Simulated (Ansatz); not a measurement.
Cartesian coordinates in Å:
```
F 1.417 -2.573 -0.721
Al 1.302 -1.257 0.242
F 2.400 -1.091 1.441
O 0.111 -0.130 0.009
Si -1.042 1.003 -0.196
H -1.356 1.142 -1.641
H -0.564 2.308 0.329
H -2.269 0.598 0.538
```

The species carries charge 0 and has multiplicity 1.

List the ωB97M-V/def2-TZVPP orbital energies in eV (Ansatz 0.2.0). (Best estimate.)

The calculation gave: Occupied: -1807.63, -1533.24, -677.07, -677.07, -526.34, -148.61, -117.83, -102.76, -102.71, -102.71, -77.51, -77.34, -77.33, -35.37, -35.13, -30.49, -18.71, -16.41, -15.48, -15.22, -14.90, -14.58, -14.43, -14.36, -13.90, -13.65, -11.53, -11.45. Lowest empty: 0.37, 1.51, 2.29, 3.11, 3.16, 3.27, 3.58, 4.16.
